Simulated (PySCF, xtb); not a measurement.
FH7OSi3, SMILES O[SiH2][Si@H](F)[SiH3].

GFN2-xTB (xtb) at its own geometry gives an orbital gap of 3.77 eV and a dipole moment of 2.67 D.

The structure is a stationary point at PBE0-D3(BJ)/def2-SVP. The structure was generated by enumeration; whether it is a known compound was not checked. Other conformers were not sampled.

**Question.** What does PBE/def2-TZVP (PySCF) give? (Estimate from the structure and the level; the computed values follow.)

**Answer.** gap 4.55 eV (levels -6.61 and -2.06 eV), dipole 2.19 D.
